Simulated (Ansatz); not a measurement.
Calculated with Ansatz (gas phase, PBE0-D4/def2-TZVP geometries, no zero-point term in ΔE). CCSD(T)/CBS adds triple-zeta CCSD(T) − MP2 to the extrapolated MP2 energy (def2 sets, frozen cores). Functionals use def2-TZVPP. B3LYP here is the variant with VWN-RPA as its local correlation; programs differ in this. Elements past krypton have def2 core potentials. For Sn outer-core shells are correlated without core-valence functions, which leaves a few kJ/mol of doubt a bond. One conformer a species, not always the lowest.

`C[C](=N)[SnH3]` + `N#CCCO` → `OC[CH2][SnH3]` + `CC(=N)C#N`  (formal exchange of groups at the Sn–C bond)

(1) Is it downhill or uphill in electronic energy at CCSD(T)/CBS, and by how much? (Best estimate.)

(2) What do these levels give: r2SCAN-D4, ωB97M-V, PBE0, B3LYP, CCSD/def2-TZVPP, MP2/CBS(def2)? (Best estimate.)

Largest T1 diagnostic among the species: 0.014.

Answers

(1) Computed: Nearly level: ΔE = +0.02 eV.

(2) Ansatz gave: r2SCAN-D4 0.05, ωB97M-V 0.04, PBE0 0.05, B3LYP 0.06, CCSD/def2-TZVPP 0.02, MP2/CBS(def2) -0.01 eV.

In def2-TZVPP, CCSD(T) changes the Hartree–Fock value by −0.06 eV (the triples alone add −0.01 eV) and MP2 by −0.09 eV.
